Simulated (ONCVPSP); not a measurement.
**Scattering properties, ONCV potential for lanthanum**

ONCVPSP 4.0.1 input, shortened (lines: element, Z, core and valence counts, functional; n l f; lmax; l rc ep ncon nbas qcut; lloc lpopt rc5 dvloc0; l nproj debl; icmod fcfact rcfact), PBE, fully relativistic:

```
  La 57.00    9    4        4      upf
    1    0    2.00
    2    0    2.00
    2    1    6.00
    3    0    2.00
    3    1    6.00
    3    2   10.00
    4    0    2.00
    4    1    6.00
    4    2   10.00
    5    0    2.00
    5    1    6.00
    5    2    1.00
    6    0    2.00
    3
    0    2.95    0.00    5    9    4.80
    1    1.90    0.00    4    7    3.70
    2    2.60    0.00    5    8    3.90
    3    2.45    0.18    3    6    5.10
    4    5    1.30    0.00
    0    2    1.20
    1    2    2.10
    2    2    1.50
    3    2    3.20
    3    4.75    1.65
```

Open shells are filled in proportion to 2j + 1.

In the f channel the program set the typed energies aside and used -0.155, 3.045 Ha (j = l + 1/2; the other j can differ).

The phase is arctan(r·R′/R) of the radial function R(r), unwrapped; energies in Ha, scanned from -3 to 5 Ha. A pole is an energy at which the radial function vanishes at the test radius. The pseudo phase is shifted by a multiple of π to meet the all-electron one at the reference energy, and phase errors are pseudo minus all-electron; the curves can meet again beyond the range given. Levels narrower than the energy grid can be missing from the lists of poles. Where the grid stepped over a known ghost or core level, its pole and its step of π were put in at the level’s energy.

```tsv
channel	radius (bohr)	reference energy (Ha)	poles, all-electron	poles, pseudo	unbroken range about the reference energy with phases within 0.05 rad	phase error 1 Ha above the reference energy (rad)
s	3.00	-0.14	-1.38, 1.48	-1.99, -1.38, 1.47, 4.96	-2.0 to 2.7	-0.000
p3/2	1.93	-0.79	0.82	0.82, 4.17	below 3.2	-0.000
p1/2	1.93	-0.89	0.54	0.54, 4.64	below 3.1	-0.000
d5/2	2.64	-0.11	0.64, 4.49	0.64, 4.15	below 4.5	-0.000
d3/2	2.64	-0.12	0.61, 4.44	0.61, 4.15	below 4.6	-0.000
f7/2	2.49	-0.16	-0.07, 2.48	-0.07, 2.54	-0.2 to 0.1	+0.689
f5/2	2.49	-0.16	-0.09, 2.47	-0.08, 2.53	-0.2 to 0.1	+0.703
```

Note: ghosts flagged at negative energy: s at -54.0 eV; GHOST(+) flagged for p1/2 at 129.0 eV. A true bound ghost makes a file unfit for plane-wave use.

Phases in the p3/2 channel:

```csv
E (Ha),all-electron,pseudo
-2.98,1.157,1.155
-2.76,1.110,1.109
-2.54,1.049,1.047
-2.32,0.963,0.961
-2.10,0.838,0.836
-1.88,0.643,0.641
-1.66,0.334,0.332
-1.44,-0.108,-0.109
-1.22,-0.564,-0.564
-1.00,-0.896,-0.896
-0.78,-1.107,-1.107
-0.56,-1.243,-1.243
-0.34,-1.336,-1.336
-0.12,-1.404,-1.404
0.10,-1.456,-1.456
0.32,-1.498,-1.498
0.54,-1.533,-1.533
0.76,-1.563,-1.563
0.98,-1.591,-1.591
1.20,-1.617,-1.617
1.42,-1.643,-1.643
1.64,-1.668,-1.668
1.86,-1.694,-1.694
2.08,-1.723,-1.724
2.30,-1.755,-1.756
2.52,-1.792,-1.796
2.74,-1.837,-1.845
2.96,-1.895,-1.914
3.18,-1.973,-2.018
3.40,-2.085,-2.211
3.62,-2.259,-2.695
3.84,-2.546,-3.833
4.06,-2.995,-4.530
4.28,-3.508,-4.874
4.50,-3.887,-5.236
4.72,-4.117,-5.857
4.94,-4.259,-6.650
```
